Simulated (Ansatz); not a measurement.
The inner images of a band of ClF2H4N2Ta + H2 (12 atoms, charge 0, multiplicity 1) are given out of order.

Level of theory: RKS B3LYP-D4/def2-SVP (Ansatz 0.2.0).

Initial state:

```xyz
12
Properties=species:S:1:pos:R:3
Ta -0.091 0.328 0.063
Cl 2.175 1.025 0.079
F 0.007 0.024 1.946
N 0.205 -0.173 -1.844
H -0.333 -0.910 -2.300
H 1.040 0.036 -2.387
N -1.104 1.988 -0.064
H -1.404 2.505 0.763
H -1.395 2.455 -0.919
F -1.389 -1.064 -0.004
H 1.038 -2.425 0.495
H 1.683 -2.023 0.508
```

Final state:

```xyz
12
Properties=species:S:1:pos:R:3
Ta -0.766 -0.230 0.129
Cl 3.312 0.242 -0.683
F -1.102 -0.621 1.966
N 0.076 -0.507 -1.647
H -0.436 -0.910 -2.434
H 1.075 -0.487 -1.861
N -0.856 1.726 0.187
H -1.208 2.239 0.997
H -0.650 2.359 -0.582
F -2.259 -1.246 -0.470
H 0.910 -0.635 0.635
H 2.335 -0.164 0.099
```

Q: Put them in order from the first end to the last, with their energies above the first end.
A.
```xyz
12
Properties=species:S:1:pos:R:3
Ta -0.202 0.063 0.050
Cl 2.073 0.925 0.138
F -0.306 -0.235 1.940
N 0.157 -0.324 -1.876
H -0.384 -0.948 -2.475
H 1.033 -0.076 -2.332
N -0.988 1.827 0.019
H -1.046 2.343 0.897
H -0.996 2.438 -0.793
F -1.661 -1.147 -0.190
H 1.122 -1.839 0.495
H 1.630 -1.261 0.463
```
B.
```xyz
12
Properties=species:S:1:pos:R:3
Ta -0.325 -0.127 0.045
Cl 2.151 0.865 0.162
F -0.411 -0.257 1.953
N 0.144 -0.358 -1.873
H -0.363 -0.901 -2.572
H 1.041 -0.053 -2.248
N -0.942 1.705 0.056
H -0.895 2.223 0.933
H -0.871 2.314 -0.753
F -1.859 -1.217 -0.250
H 1.117 -1.539 0.457
H 1.646 -0.889 0.426
```
C.
```xyz
12
Properties=species:S:1:pos:R:3
Ta -0.720 -0.331 0.079
Cl 3.005 0.653 -0.197
F -0.917 -0.346 1.983
N 0.005 -0.445 -1.776
H -0.477 -0.933 -2.534
H 0.946 -0.199 -2.087
N -0.702 1.633 0.122
H -0.842 2.168 0.978
H -0.640 2.237 -0.694
F -2.248 -1.362 -0.339
H 0.852 -1.057 0.530
H 2.171 -0.252 0.272
```
D.
```xyz
12
Properties=species:S:1:pos:R:3
Ta -0.126 0.204 0.054
Cl 2.140 0.933 0.122
F -0.136 -0.109 1.941
N 0.179 -0.251 -1.866
H -0.379 -0.946 -2.364
H 1.024 -0.042 -2.395
N -1.034 1.919 -0.022
H -1.256 2.427 0.834
H -1.214 2.478 -0.852
F -1.496 -1.114 -0.093
H 1.081 -2.122 0.505
H 1.648 -1.613 0.473
```
E.
```xyz
12
Properties=species:S:1:pos:R:3
Ta -0.505 -0.302 0.043
Cl 2.430 0.734 0.167
F -0.423 -0.184 1.952
N 0.106 -0.371 -1.847
H -0.403 -0.890 -2.565
H 1.006 -0.070 -2.219
N -0.881 1.637 0.070
H -0.791 2.180 0.928
H -0.827 2.239 -0.749
F -2.070 -1.295 -0.228
H 0.963 -1.388 0.414
H 1.824 -0.524 0.369
```

A: D (+5.4 kJ/mol), A (+33.0 kJ/mol), B (+105.0 kJ/mol), E (+160.0 kJ/mol), C (+140.0 kJ/mol).

The run took 10 min on 4 threads of Arm Neoverse V2, on a shared host, peak memory 0.43 GiB.
